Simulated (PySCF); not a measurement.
## Trend along group 15: MO molecules

PBE with triple-zeta basis sets in PySCF, for the lowest determinant that a PBE0 search found; no spin–orbit coupling. De refers to high-spin ground-configuration atoms. A positive dipole means M(−)O(+).

```csv
M,basis,state (unpaired electrons),Re (Å),ωe (cm⁻¹),De (eV),μ (D)
N,def2-TZVPP,doublet (π ↑),1.158,1892,7.46,0.21
P,def2-TZVPP,doublet (π ↑),1.497,1200,6.63,-1.90
As,def2-TZVPP,doublet (π ↑),1.643,956,5.53,-2.45
Sb,def2-TZVPP,doublet (π ↑),1.837,815,4.78,-3.25
Bi,x2c-TZVPPall,doublet (π ↑),1.930,742,4.34,-3.73
```

The shortest bond is that of NO (1.158 Å), the longest that of BiO (1.930 Å). NO is bound most strongly (7.46 eV) and BiO least (4.34 eV).

The rows differ in basis set, which adds steps of its own.

Down a group the atoms grow and get heavier, so bonds lengthen and wavenumbers fall; this series shows no clear exception.

Spin–orbit coupling is left out, which matters for elements this heavy, above all for dissociation energies. States were picked by a PBE0 search and need not be the measured ground states.
